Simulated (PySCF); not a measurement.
C3H8F2OSi, singlet, geometry from GFN2-xTB, atoms displaced at random by about 0.03 Å a coordinate. Base run: TPSS/STO-3G, gradient in PySCF.

PySCF was given this input:
```python
from pyscf import gto, scf, dft

mol = gto.Mole()
mol.atom = '''
    C    -2.45981070    0.06914731    1.27968503
    C    -1.00479807    0.41744622    1.43342724
    Si   -0.03063672   -0.03116628   -0.12885812
    F    -0.48365099    0.71251142   -1.38667515
    F    -0.18210334   -1.59886894   -0.60738551
    O     1.54106884    0.27070522    0.22948826
    C     2.64332000    0.24570817   -0.63845037
    H    -2.94678127    0.61239714    0.46156727
    H    -3.11356046    0.30047904    2.19418021
    H    -2.63537648   -0.98807890    0.99762673
    H    -0.59635597   -0.19287865    2.27733956
    H    -0.95315568    1.41482726    1.71056872
    H     3.51935778    0.53824379   -0.07277653
    H     2.54067213    0.81971268   -1.52543147
    H     2.87685206   -0.79303336   -0.90785893
'''
mol.basis = 'sto-3g'
mol.verbose = 3
mol.build()

mf = dft.RKS(mol)
mf.xc = 'tpss'
mf.kernel()
g = mf.nuc_grad_method()
grad = g.kernel()
```

The coordinate followed is x of atom 2.

The base run was repeated with changes; each row names its change, and settings that it needs were set with it.

```csv
change,dE/dx (Eh/bohr),net force (Eh/bohr)
base,-0.022434,0.000492
finite difference step (bohr) = 0.01; conv_tol = 1e-11,-0.022451,-
grids.level = 1; grid_response = on,-0.022405,0.000000
grids.level = 0; grid_response = on,-0.017820,0.000000
grids.level = 5; grid_response = off,-0.022424,0.000063
grids.level = 0; grid_response = off,-0.025052,0.019934
finite difference step (bohr) = 0.2; conv_tol = 1e-11,-0.029026,-
grids.level = 1; grid_response = off,-0.022583,0.003558
conv_tol = 1e-11,-0.022434,0.000492
grid_response = on,-0.022435,0.000000
finite difference step (bohr) = 1e-3; conv_tol = 1e-11,-0.022435,-
grids.level = 5; grid_response = on,-0.022425,0.000000
```

The net force is zero for an exact gradient.
